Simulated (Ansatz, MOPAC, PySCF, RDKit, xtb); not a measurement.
Dimer: N2 (SMILES N#N) (first 2 atoms) with GeH4 (SMILES [GeH4]); geometry from B3LYP-D3(BJ)/def2-TZVP, rigid monomers moved along the line of their centres of mass till N2···Ge3 is 3.24 Å.
(charge 0, multiplicity 1):
| atom | x (Å) | y (Å) | z (Å) |
|---|---|---|---|
| N | -0.2136 | -0.0766 | -1.1125 |
| N | -0.5000 | 0.3781 | -0.1633 |
| Ge | 0.0971 | -0.0403 | 2.9976 |
| H | 0.4752 | -0.3617 | 4.4519 |
| H | -0.5837 | -1.2635 | 2.3663 |
| H | 1.3670 | 0.3025 | 2.2051 |
| H | -0.8650 | 1.1553 | 2.9698 |

| level | interaction energy (kcal/mol) | minus CCSD(T)/CBS(aug-cc-pVDZ, aug-cc-pVTZ) |
|---|---|---|
| UFF | 0.30 | 0.45 |
| GFN-FF | -0.36 | -0.20 |
| AM1 | 0.42 | 0.58 |
| PM3 | 2.85 | 3.01 |
| PM6 | 0.47 | 0.62 |
| GFN1-xTB | -10.53 | -10.38 |
| GFN2-xTB | -4.54 | -4.39 |
| HF/STO-3G (no counterpoise) | 0.68 | 0.83 |
| HF/6-31G* | 1.56 | 1.71 |
| HF/6-31G* (no counterpoise) | 1.03 | 1.19 |
| HF/aug-cc-pVDZ | 1.64 | 1.80 |
| HF/aug-cc-pVTZ | 1.62 | 1.78 |
| PBE/def2-TZVPPD | 0.52 | 0.67 |
| PBE-D3(BJ)/def2-TZVPPD | -0.30 | -0.15 |
| PBE-D4/def2-TZVPPD | -0.14 | 0.01 |
| BP86/6-31G* (no counterpoise) | 0.57 | 0.72 |
| r2SCAN/def2-TZVPPD | 0.28 | 0.44 |
| r2SCAN-D3(BJ)/def2-TZVPPD | -0.02 | 0.13 |
| r2SCAN-D4/def2-TZVPPD | 0.07 | 0.22 |
| B3LYP/3-21G (no counterpoise) | -2.62 | -2.46 |
| B3LYP/6-31G* | 1.23 | 1.38 |
| B3LYP/def2-TZVPPD | 1.19 | 1.34 |
| B3LYP-D3(BJ)/def2-TZVPPD | -0.22 | -0.06 |
| B3LYP-D4/def2-TZVPPD | 0.17 | 0.32 |
| PBE0/def2-TZVPPD | 0.55 | 0.70 |
| PBE0-D3(BJ)/def2-TZVPPD | -0.25 | -0.09 |
| PBE0-D4/def2-TZVPPD | -0.06 | 0.09 |
| M06-2X/6-31G* (no counterpoise) | -1.30 | -1.15 |
| MP2/6-31G* | 0.70 | 0.85 |
| MP2/6-31G* (no counterpoise) | -0.50 | -0.34 |
| MP2/aug-cc-pVDZ | 0.03 | 0.18 |
| MP2/aug-cc-pVTZ | -0.23 | -0.07 |
| MP2/CBS(aug-cc-pVDZ, aug-cc-pVTZ) | -0.33 | -0.17 |
| SCS-MP2/aug-cc-pVDZ | 0.39 | 0.54 |
| SCS-MP2/aug-cc-pVTZ | 0.17 | 0.32 |
| CCSD/aug-cc-pVDZ | 0.41 | 0.57 |
| CCSD/aug-cc-pVTZ | 0.20 | 0.36 |
| CCSD(T)/aug-cc-pVDZ | 0.21 | 0.36 |
| CCSD(T)/aug-cc-pVTZ | -0.05 | 0.10 |
| CCSD(T)/CBS(aug-cc-pVDZ, aug-cc-pVTZ) | -0.15 | 0.00 |

 The comparison column counts from a level with limits of its own.

The rows run from -10.53 (GFN1-xTB) to 2.85 kcal/mol (PM3). In aug-cc-pVTZ the value moves HF 1.62, MP2 -0.23, CCSD 0.20, CCSD(T) -0.05, a shift of -1.68 from HF to CCSD(T). From aug-cc-pVDZ to aug-cc-pVTZ CCSD(T) changes by -0.26. The dispersion term adds -0.82 in PBE-D3(BJ), -0.66 in PBE-D4, -0.31 in r2SCAN-D3(BJ). The 4 functionals in def2-TZVPPD without D3 or D4 span 0.90, from r2SCAN to B3LYP.

Interaction energies are E(AB) − E(A) − E(B) at the monomers' geometry in the complex; basis-set methods are counterpoise corrected. Rows marked so take none. RDKit's UFF carries no charges.

Correlated levels freeze the cores. Filled d and f shells under p-block atoms count as core. CBS: X⁻³ extrapolation of the correlation energy, Hartree–Fock from the larger set. Rows in 3-21G, 6-31G*, STO-3G carry no dispersion term and start afresh at each structure (6-31G* with six Cartesian d functions); the Pople sets are all-electron and without relativity. MP2/6-31G* freezes PySCF's default core, which leaves 3d correlated. The state that AM1, PM3, PM6 reach isn't checked.

Codes used: Ansatz (Gaussian orbitals); MOPAC for AM1, PM3, PM6 (differences of heats of formation); PySCF for 3-21G rows, 6-31G* rows, STO-3G rows, the dispersion terms; RDKit for the force fields; xtb for the GFN methods. Each number belongs to the level named beside it.

Ansatz is a quantum-chemistry and plane-wave program.
